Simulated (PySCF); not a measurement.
**One reaction down a group: Ti, Zr, Hf**

The same gas-phase reaction for Ti, Zr, Hf:
- 2 TiCl3OH + H2 + 2 Cl → 2 TiCl4.H2O
- 2 ZrCl3OH + H2 + 2 Cl → 2 ZrCl4.H2O
- 2 HfCl3OH + H2 + 2 Cl → 2 HfCl4.H2O

Energies from PySCF, thermal terms from the rigid-rotor harmonic-oscillator model, ideal gas at 1 bar. † marks an energy on the PBE0/def2-TZVP geometry and frequencies. MP2 freezes the core. Open shells (unrestricted): Cl (multiplicity 2, electronic degeneracy 6); the rest are closed-shell singlets. Spin-orbit splitting is ignored; it lowers the true energy and changes the entropy of Cl. B3LYP is the form with VWN-RPA correlation. Hf, Zr: scalar-relativistic def2 core potential, no spin-orbit coupling. Adducts (TiCl4.H2O, ZrCl4.H2O, HfCl4.H2O) have no counterpoise correction, and HF, PBE, BLYP, B3LYP and PBE0 lack dispersion. TiCl3OH, TiCl4.H2O, ZrCl3OH, ZrCl4.H2O, HfCl3OH, HfCl4.H2O: computed as isolated molecules; such fragments, hydroxides, amides, oligomers or adducts are transient or little studied in the gas. MP2 isn't extrapolated to the basis-set limit. The harmonic model lacks anharmonicity and excited electronic states, which grow with temperature; levels with a mode under 35 cm⁻¹ are left out. Soft modes under 120 cm⁻¹ make the harmonic entropy rough for TiCl3OH, TiCl4.H2O, ZrCl3OH, ZrCl4.H2O, HfCl3OH, HfCl4.H2O.

ΔH°(298 K) in kJ, by level:

| level | Ti | Zr | Hf |
|---|---|---|---|
| ωB97M-V/def2-TZVP† | -508.2 | -578.7 | -586.0 |
| ωB97X-V/def2-TZVP† | -486.9 | -561.9 | -569.8 |
| r2SCAN/def2-TZVP† | -510.9 | -573.2 | -576.7 |
| LDA/def2-TZVP† | -648.4 | -702.9 | -708.2 |
| HF/def2-TZVP† | -293.1 | -388.0 | -395.4 |
| B3LYP/def2-TZVP† | -442.9 | -507.9 | -510.6 |
| MP2/def2-TZVPP† | -535.1 | -601.7 | -606.5 |

At ωB97M-V/def2-TZVP†, ΔH° falls from Ti to Hf, over a range of 77.8 kJ; the steps are -70.5, -7.3 kJ. 7 of the 7 levels shown give the same order. The levels scatter most for Ti (355.3 kJ between the highest and the lowest) and least for Hf (312.8 kJ). ΔS°(298 K) runs from -385.8 to -348.7 J/K, so TΔS° at 298 K spreads over 11.1 kJ among the members, against 77.8 kJ for ΔH°.

Free energies at ωB97M-V/def2-TZVP†:

```csv
member,"ΔS°(298 K), J/K","ΔG°(298 K), kJ","ΔG°(800 K), kJ",ΔG° changes sign
Ti,-385.8,-393,-198,1200 to 1400 K
Zr,-348.7,-475,-299,1600 to 1800 K
Hf,-350.9,-481,-304,1600 to 1800 K
```

The NASA 1993 table holds none of these reactions whole; the comparison is among the levels.
